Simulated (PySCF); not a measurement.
**A small calculation by hand: entropy of an ideal gas**

2-bromofuran (C₄H₃BrO), SMILES c1cc(Br)oc1.

Geometry: PBE-D3(BJ)/def2-SVP.

PBE-D3(BJ)/def2-SVP in PySCF gives the harmonic wavenumbers 196, 260, 367, 596, 614, 704, 780, 853, 869, 896, 990, 1052, 1127, 1175, 1199, 1373, 1468, 1557, 3188, 3210, 3221 cm⁻¹ and the rotational temperatures 0.4372, 0.0634, 0.0554 K. The molar mass is 146.97 g/mol, the symmetry number 1, the spin multiplicity 1.

Question: Work out the entropy at 298.15 K and 1 atm in the rigid-rotor, harmonic-oscillator model.

Answer: 
Translation (Sackur–Tetrode at 1 atm): S = R[1.5 ln M + 2.5 ln T − 1.16487] = 171.0 J/(mol K).
Rotation: q = (√π/σ) T^1.5/√(θA θB θC) = 233000, S = R[ln q + 3/2] = 115.2 J/(mol K).
Vibration: with u = 1.4388 ν/T, each mode gives R[u/(e^u − 1) − ln(1 − e^−u)]:
| ν (cm⁻¹) | modes | u | S (J/(mol K)) |
|---|---|---|---|
| 196 | 1 | 0.95 | 9.08 |
| 260 | 1 | 1.25 | 6.95 |
| 367 | 1 | 1.77 | 4.57 |
| 596 | 1 | 2.88 | 1.91 |
| 614 | 1 | 2.96 | 1.78 |
| 704 | 1 | 3.40 | 1.26 |
| 780 | 1 | 3.76 | 0.94 |
| 853 | 1 | 4.12 | 0.70 |
| 869 | 1 | 4.19 | 0.66 |
| 896 | 1 | 4.32 | 0.59 |
| 990 | 1 | 4.78 | 0.41 |
| 1052 | 1 | 5.08 | 0.32 |
| 1127 | 1 | 5.44 | 0.23 |
| 1175 | 1 | 5.67 | 0.19 |
| 1199 | 1 | 5.79 | 0.17 |
| 1373 | 1 | 6.63 | 0.08 |
| 1468 | 1 | 7.08 | 0.06 |
| 1557 | 1 | 7.51 | 0.04 |
The stiffer modes add less than 0.005 each. Sum 30.0 J/(mol K).
Spin: R ln 1 = 0.0 J/(mol K).
Total 316.2 J/(mol K); the program's own thermochemistry gives 316.2. Translation makes up 54 % and vibration 9 %. Anharmonicity, hindered rotation and orbital degeneracy are left out.
